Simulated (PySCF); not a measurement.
Species: C5H5FS.
SMILES with atom numbers: `[CH2:1]=[CH:2]/[C:3]([F:4])=[CH:5]/[CH:6]=[S:7]` (hydrogens: H8, H9 on C1; H10 on C2; H11 on C5; H12 on C6)

Method: PySCF, BHandHLYP/cc-pVDZ geometry optimisation, gas phase; density fitting, grid level 1; the optimiser is geomeTRIC in internal coordinates, started from a GFN2-xTB structure.

Step 0: E = -18813.2299 eV
```
atom  x, y, z in Å  |  force x, y, z in eV/Å
C1     -2.4109   -0.5703   -0.0389    0.296   0.083  -0.029
C2     -1.2649   -0.1217   -0.5532   -0.269  -0.128   0.179
C3     -0.0300   -0.0687    0.1827    0.757   0.082   0.327
F4     -0.0908   -0.5068    1.4534   -0.067   0.166  -0.570
C5      1.1554    0.3796   -0.3010   -1.122  -0.307   0.093
C6      2.3551    0.4193    0.4488    0.789   0.174   0.059
S7      3.7700    0.9642   -0.1619   -0.003  -0.032   0.094
H8     -3.3173   -0.5962   -0.6171   -0.213   0.026  -0.233
H9     -2.4696   -0.9236    0.9773    0.049  -0.068   0.242
H10    -1.2062    0.2321   -1.5720   -0.012   0.049  -0.152
H11     1.1921    0.7287   -1.3220   -0.069   0.024  -0.120
H12     2.3231    0.0695    1.4759   -0.136  -0.070   0.111
```

Step 1: E = -18813.2228 eV
```
atom  x, y, z in Å  |  force x, y, z in eV/Å
C1     -2.4087   -0.5230   -0.0063   -0.081   0.038   0.004
C2     -1.2570   -0.1775   -0.5752    0.105  -0.058  -0.069
C3      0.0016   -0.1348    0.1400   -0.228  -0.009  -0.066
F4     -0.0355   -0.6964    1.3452    0.016   0.142   0.186
C5      1.1401    0.4134   -0.3097    0.315  -0.159  -0.111
C6      2.3571    0.4457    0.4551   -0.205   0.050   0.121
S7      3.7874    1.0008   -0.0827    0.061   0.028  -0.053
H8     -3.3272   -0.5458   -0.5819    0.016   0.016   0.030
H9     -2.4668   -0.7611    1.0498    0.020  -0.103  -0.041
H10    -1.2047    0.0932   -1.6243   -0.032   0.048   0.023
H11     1.1556    0.8078   -1.3182   -0.039   0.074   0.030
H12     2.2643    0.0837    1.4803    0.053  -0.066  -0.053
```

Step 2: E = -18813.2429 eV
```
atom  x, y, z in Å  |  force x, y, z in eV/Å
C1     -2.4127   -0.5348   -0.0222    0.008  -0.083   0.013
C2     -1.2564   -0.1683   -0.5702    0.037  -0.060   0.074
C3     -0.0074   -0.1161    0.1612   -0.004   0.178  -0.028
F4     -0.0530   -0.5908    1.4050   -0.105  -0.029  -0.020
C5      1.1437    0.4006   -0.3018    0.011  -0.120   0.001
C6      2.3608    0.4386    0.4594   -0.072  -0.011  -0.129
S7      3.7738    0.9949   -0.1264    0.088   0.036   0.067
H8     -3.3292   -0.5398   -0.5999    0.012  -0.016  -0.014
H9     -2.4696   -0.8437    1.0149   -0.003   0.030   0.020
H10    -1.1977    0.1210   -1.6137    0.001   0.083   0.032
H11     1.1561    0.7932   -1.3110    0.019  -0.023   0.001
H12     2.2978    0.0514    1.4767    0.009   0.014  -0.018
```

Step 3: E = -18813.2469 eV
```
atom  x, y, z in Å  |  force x, y, z in eV/Å
C1     -2.4026   -0.5590   -0.0108    0.020  -0.094  -0.046
C2     -1.2680   -0.1429   -0.5700    0.023   0.050  -0.035
C3     -0.0148   -0.0756    0.1480   -0.052   0.071   0.044
F4     -0.0947   -0.5055    1.4073    0.162  -0.034  -0.012
C5      1.1535    0.3923   -0.3296    0.021   0.015  -0.023
C6      2.3620    0.4293    0.4430    0.039  -0.080   0.149
S7      3.8154    0.9667   -0.0625   -0.138   0.016  -0.087
H8     -3.3274   -0.5764   -0.5738   -0.010  -0.019  -0.021
H9     -2.4287   -0.9097    1.0142   -0.014   0.075   0.017
H10    -1.2337    0.1795   -1.6045   -0.021   0.050   0.006
H11     1.1792    0.7650   -1.3458   -0.018  -0.051  -0.038
H12     2.2660    0.0423    1.4566   -0.013   0.002   0.046
```

Task: Estimate the geometry and energy of step 4. (The exact step hangs on the optimiser's Hessian estimate; all steps are aligned on step 3, rigid shifts and turns removed.)

Result: E = -18813.2552 eV, largest force 0.105 eV/Å
```
atom  x, y, z in Å  |  force x, y, z in eV/Å
C1     -2.4044   -0.5685   -0.0204    0.039  -0.016  -0.014
C2     -1.2681   -0.1258   -0.5554   -0.019   0.038  -0.010
C3     -0.0159   -0.0636    0.1633   -0.006  -0.063  -0.009
F4     -0.0755   -0.5055    1.4196    0.000   0.024  -0.010
C5      1.1548    0.3814   -0.3269   -0.064  -0.015   0.067
C6      2.3604    0.4199    0.4485    0.077   0.060  -0.038
S7      3.7949    0.9659   -0.0986   -0.011  -0.018   0.010
H8     -3.3170   -0.5946   -0.6033   -0.015   0.002   0.011
H9     -2.4471   -0.9172    1.0047    0.003   0.004   0.004
H10    -1.2317    0.2234   -1.5811   -0.001  -0.002  -0.013
H11     1.1829    0.7324   -1.3509    0.003  -0.001   0.007
H12     2.2730    0.0583    1.4726   -0.007  -0.013  -0.004
```

The energy changes by -0.0082 eV. The first-order estimate −F·Δx gives -0.0185 eV and the mean of the old and new forces, exact on a quadratic surface, -0.0081 eV. The step makes an angle of 58° with the force vector and moves no atom by more than 0.050 Å.

The cost below is that of the whole optimisation. On Arm Neoverse V1, one thread, shared host, this took 42 s wall and 0.65 GiB of memory at its peak.
